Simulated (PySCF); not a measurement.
Ti(OMe)(H)3 (CH6OTi), SMILES C[O][TiH3], multiplicity 1. Atoms are numbered in the order given.

```xyz
9

Ti     0.0000     0.0000     0.9934
O      0.0000     0.0000    -0.7331
C      0.0000     0.0000    -2.1326
H     -0.2314    -1.0171    -2.5145
H     -0.7651     0.7089    -2.5145
H      0.9965     0.3082    -2.5145
H      0.3802     1.6112     1.4498
H      1.2053    -1.1349     1.4498
H     -1.5855    -0.4763     1.4498
```

The structure is a stationary point at PBE-D3(BJ)/def2-SVP. The multiplicity is an assumed one; other spin states were not compared.

Two levels are set side by side: PBE/pcSseg-1 (PySCF) and PBE0/pcSseg-1 (PySCF). GIAO shifts against H2O (¹⁷O), TMS (¹H), TMS (¹³C) at the same level; non-relativistic, no solvent, atoms listed together averaged. Differences are taken from unrounded values.

| quantity | PBE0 |
|---|---|
| δ(¹⁷O) of O2 (ppm) | 354.6 |
| δ(¹³C) of C3 (ppm) | 78.4 |
| δ(¹H) of H4, H5, H6 (ppm) | 5.72 |
| δ(¹H) of H7, H8, H9 (ppm) | 7.20 |

Task: What does PBE give, and how far is it from PBE0? (Estimate from the structure and the level; the computed values follow.)

Result: 
```json
[
 {"quantity": "δ(¹⁷O) of O2 (ppm)", "PBE": "385.4", "PBE minus PBE0": "30.8"},
 {"quantity": "δ(¹³C) of C3 (ppm)", "PBE": "82.1", "PBE minus PBE0": "3.7"},
 {"quantity": "δ(¹H) of H4, H5, H6 (ppm)", "PBE": "5.94", "PBE minus PBE0": "0.22"},
 {"quantity": "δ(¹H) of H7, H8, H9 (ppm)", "PBE": "7.35", "PBE minus PBE0": "0.15"}
]
```

Rough cost on one machine, each run with all the roots and properties that it gave: PBE0 against PBE within a factor of 2.
